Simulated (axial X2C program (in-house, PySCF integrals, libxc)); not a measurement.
**How the levels of RuF⁺ (d5 s1 p(π)0 orbitals) move with the bond length**

Calculated with an in-house all-electron X2C program for linear molecules (integrals from PySCF): two-component X2C with atomic mean-field Coulomb and Gaunt terms, basis Ru dyall-v3z, F dyall-v3z (cores contracted in-house). Orbitals come from Hartree–Fock averaged over the configuration Ru d5 s1 p(π)0; CI then distributes these electrons over the d, s, p(π) shells of Ru.

At R = 1.838 Å:

```json
{"Ω": "4", "energy (cm⁻¹)": "0", "g∥": "11.98", "configuration": "98% d6"}
{"Ω": "3", "energy (cm⁻¹)": "390", "g∥": "8.06", "configuration": "98% d6"}
{"Ω": "2", "energy (cm⁻¹)": "786", "g∥": "4.10", "configuration": "98% d6"}
{"Ω": "1", "energy (cm⁻¹)": "1189", "g∥": "0.12", "configuration": "98% d6"}
{"Ω": "0", "energy (cm⁻¹)": "1592", "g∥": "0.00", "configuration": "98% d6"}
{"Ω": "0", "energy (cm⁻¹)": "1611", "g∥": "0.00", "configuration": "98% d6"}
{"Ω": "3", "energy (cm⁻¹)": "3079", "g∥": "9.96", "configuration": "92% d6 + 6% d5 s1"}
{"Ω": "2", "energy (cm⁻¹)": "3289", "g∥": "5.94", "configuration": "92% d6 + 6% d5 s1"}
{"Ω": "1", "energy (cm⁻¹)": "3484", "g∥": "2.11", "configuration": "93% d6 + 5% d5 s1"}
{"Ω": "0", "energy (cm⁻¹)": "3604", "g∥": "0.00", "configuration": "94% d6"}
{"Ω": "0", "energy (cm⁻¹)": "3821", "g∥": "0.00", "configuration": "93% d6 + 6% d5 s1"}
{"Ω": "1", "energy (cm⁻¹)": "3925", "g∥": "5.79", "configuration": "93% d6"}
{"Ω": "0", "energy (cm⁻¹)": "7476", "g∥": "0.00", "configuration": "99% d5 s1"}
{"Ω": "1", "energy (cm⁻¹)": "7480", "g∥": "3.99", "configuration": "99% d5 s1"}
```

g∥ is the magnitude of 2⟨Lz + ge Sz⟩ for the +Ω component. The lowest 14 levels at most are listed.

At R = 1.985 Å:

```json
{"Ω": "4", "energy (cm⁻¹)": "0", "g∥": "11.98", "configuration": "99% d6"}
{"Ω": "3", "energy (cm⁻¹)": "364", "g∥": "8.10", "configuration": "99% d6"}
{"Ω": "2", "energy (cm⁻¹)": "743", "g∥": "4.17", "configuration": "99% d6"}
{"Ω": "1", "energy (cm⁻¹)": "1138", "g∥": "0.21", "configuration": "99% d6"}
{"Ω": "0", "energy (cm⁻¹)": "1541", "g∥": "0.00", "configuration": "99% d6"}
{"Ω": "0", "energy (cm⁻¹)": "1576", "g∥": "0.00", "configuration": "99% d6"}
{"Ω": "3", "energy (cm⁻¹)": "2538", "g∥": "9.90", "configuration": "96% d6"}
{"Ω": "2", "energy (cm⁻¹)": "2731", "g∥": "5.88", "configuration": "96% d6"}
{"Ω": "1", "energy (cm⁻¹)": "2887", "g∥": "2.25", "configuration": "96% d6"}
{"Ω": "0", "energy (cm⁻¹)": "2964", "g∥": "0.00", "configuration": "96% d6"}
{"Ω": "0", "energy (cm⁻¹)": "3266", "g∥": "0.00", "configuration": "96% d6"}
{"Ω": "1", "energy (cm⁻¹)": "3313", "g∥": "5.56", "configuration": "96% d6"}
{"Ω": "2", "energy (cm⁻¹)": "6658", "g∥": "7.95", "configuration": "93% d6 + 6% d5 s1"}
{"Ω": "1", "energy (cm⁻¹)": "6735", "g∥": "3.98", "configuration": "93% d6 + 6% d5 s1"}
```

The lowest level lies 1626 cm⁻¹ above the lowest at the first distance.

Question: How does the gap from the lowest to the fifth level change between the two distances?

Answer: From 1592 to 1541 cm⁻¹, a factor of 0.97.

Dynamic correlation is missing, so gaps between terms are too wide and other configurations may lie lower; the lowest level listed is that of this model, not necessarily the ground state. The lowest levels belong to d6, not to the averaged configuration, so orbitals and distance suit them less well. For d shells the ligand-field splittings (σ, π, δ) and their order can be off by a thousand cm⁻¹ or more. At most 4 roots were kept for each Ω > 0 (twice that for Ω = 0) within 3.2 eV of the lowest, so higher up levels can be missing between those listed; levels with Ω > 0 are doubly degenerate and listed once, Ω = 0 levels singly. Some active spinors are only partly of the character that their shell is named for, so the shell names and counts are nominal. States that fill the shells left empty in the average are placed too high.
